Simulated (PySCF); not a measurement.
Gas-phase reaction: GaNH2 + 2 NH2 ⇌ GaH3.NH3 + 2 N

Method: PySCF energies plus ideal-gas RRHO corrections (1 bar). † marks an energy on the PBE0/def2-TZVP geometry and frequencies; other levels use their own. Open shells (unrestricted): NH2 (multiplicity 2), N (multiplicity 4); the rest are closed-shell singlets. Ga: all electrons, no relativistic terms. Adducts (GaH3.NH3) have no counterpoise correction, and HF, PBE, BLYP, B3LYP and PBE0 lack dispersion. GaNH2, GaH3.NH3: computed as isolated molecules; such fragments, hydroxides, amides, oligomers or adducts are transient or little studied in the gas.

r2SCAN/def2-TZVP† gives ΔH°(298 K) = 479 kJ.

Q: What do PBE0/def2-TZVP, LDA/def2-TZVP†, ωB97X-V/def2-TZVP† give?

A: PBE0/def2-TZVP: 503 kJ; LDA/def2-TZVP†: 594 kJ; ωB97X-V/def2-TZVP†: 482 kJ. For scale, ΔH°(298 K) is 479 kJ at this level, 489 kJ at ωB97M-V/def2-TZVP†, and runs from 76 to 1032 kJ over the 20 levels computed.
